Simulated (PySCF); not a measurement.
Computed shifts of a molecule CH₆GeO₃, B3LYP/pcSseg-1 (PySCF), GIAO, gas phase, equivalent atoms averaged, in ppm (number of nuclei): ¹³C: 3.4 (1). ¹H: 1.74 (3), 1.22 (3). References: ¹³C against TMS (σ = 181.3 ppm); ⁷³Ge against GeH4 (σ = 1631.8 ppm); ¹⁷O against H2O (σ = 333.8 ppm); ¹H against TMS (σ = 31.68 ppm), references at their B3LYP-D3(BJ)/def2-TZVP geometries, non-relativistic. The structure is a stationary point at PBE-D3(BJ)/def2-SVP. Other conformers were not sampled.

Which molecule gave these data?
(A) [CH3][Ge]([OH])([OH])[OH]
(B) C[O][GeH]([OH])[OH]
(C) O[CH2][GeH]([OH])[OH]

A, [CH3][Ge]([OH])([OH])[OH]
